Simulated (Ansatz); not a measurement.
Born–Oppenheimer molecular dynamics of a periodic cell of 17 atoms, Rb₁₆H (host Rb, host structure bcc, interstitial H). It starts from a relaxed structure.

Computed with DFT PBE, scalar-relativistic, plane waves, PAW in Ansatz 0.2.0. Settings: accuracy low, cutoff 420 eV, k mesh 2x2x2, fermi-dirac smearing 0.05 eV, no spin polarisation.

```
ensemble                      : NVE (velocity Verlet)
time step                     : 0.5 fs
steps asked                   : 210
starting velocities drawn for : 3000 K
seed                          : 776105
```

First frame:

```xyz
17
Lattice="11.1800 0.0000 0.0000 0.0000 11.1800 0.0000 0.0000 0.0000 11.1800" Properties=species:S:1:pos:R:3
Rb 0.001 -0.222 -0.105
Rb 5.592 -0.024 -0.003
Rb 0.000 5.779 -0.090
Rb 0.001 0.008 5.549
Rb 2.788 2.792 2.753
Rb 5.592 5.609 -0.004
Rb 5.591 -0.013 5.634
Rb 8.394 2.792 2.754
Rb 0.001 5.582 5.556
Rb 2.801 8.383 2.828
Rb 2.775 2.790 8.388
Rb 5.591 5.599 5.636
Rb 8.379 8.383 2.831
Rb 8.406 2.790 8.388
Rb 2.578 8.385 8.492
Rb 8.612 8.384 8.495
H 0.016 8.359 9.818
```

(1) What does the run give?

(2) What happens to the structure?

(3) How do temperature and energy run in time?

## Answers

(1) All steps were run.

```
steps done                                               : 210
time covered                                             : 105 fs
mean temperature over the second half                    : 2191 K
spread of the potential energy over the second half      : 19.3 meV per atom
mean potential energy of the second half above the start : 98.4 meV per atom
```

The conserved energy stayed within 0.037 meV per atom of its start (net change 0.014 meV per atom), so the integration is sound. A run of 0.1 ps of so small a system gives no equilibrium averages. Limits of this set-up: coarse k mesh, odd electron count without spin, a small cell, in which the defect meets its images, low accuracy level.

(2) Mean squared displacements from the first frame to the last, about the centre of mass: Rb 0.72 Å², H 40.42 Å². This is one draw of velocities; another would differ in detail.

(3) 
```
time (fs)  T (K)  potential energy less start (eV)  conserved less start (meV/atom)
        0   3000                             0.000                             0.00
      3.5   2961                             0.080                            -0.01
        7   2830                             0.352                             0.00
     10.5   2701                             0.619                             0.04
       14   2725                             0.569                             0.00
     17.5   2737                             0.543                            -0.01
       21   2673                             0.677                             0.03
     24.5   2723                             0.574                             0.01
       28   2823                             0.366                            -0.01
     31.5   2839                             0.332                             0.00
       35   2788                             0.439                             0.01
     38.5   2723                             0.573                             0.02
       42   2674                             0.674                             0.01
     45.5   2626                             0.774                             0.01
       49   2554                             0.923                             0.01
     52.5   2471                             1.094                             0.02
       56   2417                             1.207                             0.02
     59.5   2392                             1.257                             0.01
       63   2369                             1.305                             0.01
     66.5   2333                             1.380                             0.01
       70   2288                             1.472                             0.02
     73.5   2243                             1.565                             0.02
       77   2202                             1.651                             0.02
     80.5   2164                             1.730                             0.02
       84   2128                             1.803                             0.02
     87.5   2092                             1.877                             0.01
       91   2055                             1.955                             0.02
     94.5   2019                             2.030                             0.02
       98   1990                             2.088                             0.02
    101.5   1970                             2.131                             0.01
      105   1947                             2.177                             0.01
```

Time of the run: 18 min on 4 threads of Intel(R) Xeon(R) 6975P-C (Granite Rapids) (shared host), peak memory 3.4 GiB.
